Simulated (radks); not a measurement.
Effect of the nuclear size on the iodine ion I+, [Kr] 4d10 5s2 5p4. Calculated with a radial shooting solver on a logarithmic mesh with Libxc functionals: Dirac Kohn-Sham, LDA (Slater exchange, Perdew-Wang correlation), spin-unpolarised, spherical densities, finite nucleus; open shells fill j = l - 1/2 first; Fermi nuclear charge, rms radius 4.75 fm. The rms radius is varied about that value; shifts are against it.

rms radius (fm)  total energy shift (eV)  density at nucleus (e/bohr^3)  1s1/2 shift (meV)  2s1/2 shift (meV)  4p1/2 shift (meV)  5s1/2 shift (meV)  5p1/2 shift (meV)  5p3/2 shift (meV)  6s1/2 (empty) shift (meV)
3.838                              -2.06                      2.573e+05               -862               -101              0.326             -0.537              0.070              0.076                     -0.084
4.4602                            -0.694                      2.507e+05               -290              -34.0              0.110             -0.181              0.024              0.026                     -0.028
4.75                                   0                       2.48e+05              0.000              0.000              0.000              0.000              0.000              0.000                      0.000
5.13                               0.965                      2.447e+05                404               47.3             -0.153              0.252             -0.033             -0.036                      0.039
5.3533                              1.56                      2.429e+05                653               76.5             -0.247              0.407             -0.053             -0.058                      0.063

Slopes of the eigenvalues against <r^2> in GHz/fm^2, as finite differences over the two radii next to the reference (eigenvalue slopes, not the field-shift constants of lines): 1s1/2 26100, 2s1/2 3060, 4p1/2 -9.87, 5s1/2 16.3, 5p1/2 -2.13, 5p3/2 -2.31, 6s1/2 (empty) 2.54.
